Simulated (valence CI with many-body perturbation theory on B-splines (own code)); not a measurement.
## Sm46+ in brief

Method: configuration interaction combined with many-body perturbation theory (CI+MBPT): six valence electrons over a frozen Dirac-Fock core [Ne], a basis of 9 s, 9 p, 8 d, 6 f, 3 g, 1 h functions for each j, with the one-electron correlation potential Σ1 (screened to all orders), the two-electron term Σ2, the three-electron term Σ3, Breit, model QED; selected single and double excitations, second order for the rest, scaled by the run's own slope (own B-spline code, finite nucleus).

No measured spectrum was set against this ion. As an estimate, large intervals hold to a few tenths of a per cent, small ones and those within an open d or f shell to about a per cent. Among the levels kept, up to 1100 cm⁻¹ of a level comes from second order outside the variational space, and about a tenth of that is noise between levels of different J, which matters for small intervals.

Levels are named by their leading jj configuration (3d3/2^4 stands for four electrons in 3d with j = 3/2), which in mixed levels can hold well under half, so a name can repeat and another be missing.

Rates and lifetimes use the calculated energies. Strong lines usually hold to 10 to 20 %, long lifetimes can be off by a factor of two.

(1) What is the ground level?

(2) How well does LS coupling describe the low levels?

(3) What is the ionisation energy?

(4) What are the static dipole polarisabilities of the lowest levels?

(5) Where does the other parity begin?

Results:

(1) (3s^2 3p1/2^2 3p3/2^2) J=2, composition 69 % 3s²3p⁴ ³P + 30 % 3s²3p⁴ ¹D, g = 1.343.

(2) Among the lowest 20 levels the leading LS term, summed over configurations, holds 51 % on average. For single configurations the figures are 50 % in LS and 93 % in jj coupling. Terms mix most in the J = 3 level at 1557.4 × 10³ cm⁻¹, where the leading one holds 28 %.

(3) 3874.8 eV; NIST lists 3873 ± 4 eV (theoretical).

(4) (3s^2 3p1/2^2 3p3/2^2) J=2 0.00727 (tensor 6.2e-05); (3s^2 3p1/2^2 3p3/2^2) J=0 0.00724 bohr³, of which the core gives 0.000100.

(5) At (3s^2 3p1/2^2 3p3/2 3d3/2) J=2, 1502.8 × 10³ cm⁻¹.
